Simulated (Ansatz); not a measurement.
Coupled-cluster run, H3InN (`[NH2][InH]`) radical.

```yaml
crystal:
  periodic: [false, false, false]
  atoms:
    - {symbol: N, position_ang: [-0.299425, -0.736493, 0.264742]}
    - {symbol: In, position_ang: [0.846557, 0.946412, 0.296035]}
    - {symbol: H, position_ang: [-0.846816, -0.960792, -0.554688]}
    - {symbol: H, position_ang: [0.017554, -1.585556, 0.707559]}
    - {symbol: H, position_ang: [0.331931, 2.262629, -0.755147]}
basis:
  gaussian: {orbitals: def2-SVP}
magnetization: {spin_polarized: true, initial_magnetization: 1}
correlation: {method: ccsd_t}
scf: {omitted_lower_state_checks: [cluster_reference]}
```

```sh
$ ansatz run in.yaml --threads 2 --pin off --events-out ev --progress --plain
```

The program prints (abridged):

```
Functional definition: HF
638 factors; integrals over basis functions are off by at most 1.1e-3 eV
mean field evaluation 1: about -6672.3427 eV, gradient 2.5e1 eV
mean field evaluation 2: about -6672.3537 eV, gradient 2.5e1 eV
mean field evaluation 4: about -6675.5262 eV, gradient 2.1e0 eV
mean field evaluation 8: about -6675.6222 eV, gradient 1.8e-1 eV
mean field evaluation 16: about -6675.6225 eV, gradient 2.8e-1 eV
mean field -6675.62351752 eV, -245.3246393686 hartree, gradient 5.9e-6 eV, S^2 0.759424; 1 other end points of the search recorded, 0 dependent functions left out
5 core orbitals not correlated: weight in the atoms' cores, before any rotation towards them, 1.000 or more for the frozen orbitals, at most 0.000 for the correlated occupied ones
reference -6675.62351752 eV, -245.3246393686 hartree; 11, 10 occupied and 39, 40 virtual orbitals, 638 factors
second order -6.86073589 eV of doubles, -0.00000000 eV of singles
cycle   1  -7.15182961 eV  change   -2.9e-1 eV  update   8.4e-2
cycle   2  -7.38776657 eV  change   -2.4e-1 eV  update   3.0e-2
cycle   3  -7.47596834 eV  change   -8.8e-2 eV  update   2.1e-2
cycle   4  -7.47678559 eV  change   -8.2e-4 eV  update   7.3e-3
cycle   5  -7.47450035 eV  change    2.3e-3 eV  update   3.6e-3
cycle   6  -7.47478890 eV  change   -2.9e-4 eV  update   1.4e-3
cycle   7  -7.47471568 eV  change    7.3e-5 eV  update   6.2e-4
cycle   8  -7.47484044 eV  change   -1.2e-4 eV  update   3.0e-4
cycle   9  -7.47489100 eV  change   -5.1e-5 eV  update   1.5e-4
cycle  10  -7.47484361 eV  change    4.7e-5 eV  update   6.7e-5
cycle  11  -7.47487219 eV  change   -2.9e-5 eV  update   3.6e-5
cycle  12  -7.47487043 eV  change    1.8e-6 eV  update   1.5e-5
perturbative correction -0.22723742 eV, -0.0083508210 hartree
Total energy: -6683.32562536 eV, -245.6076866111 hartree
Checks for a lower state left out: cluster_reference
```

It took 2.2 s on 2 threads of a server CPU on a shared host, with 0.23 GiB of host memory at the peak.

MP2 recovers 89.1 % of the CCSD(T) correlation energy and the triples give 3.0 %; T1 = 0.0173.
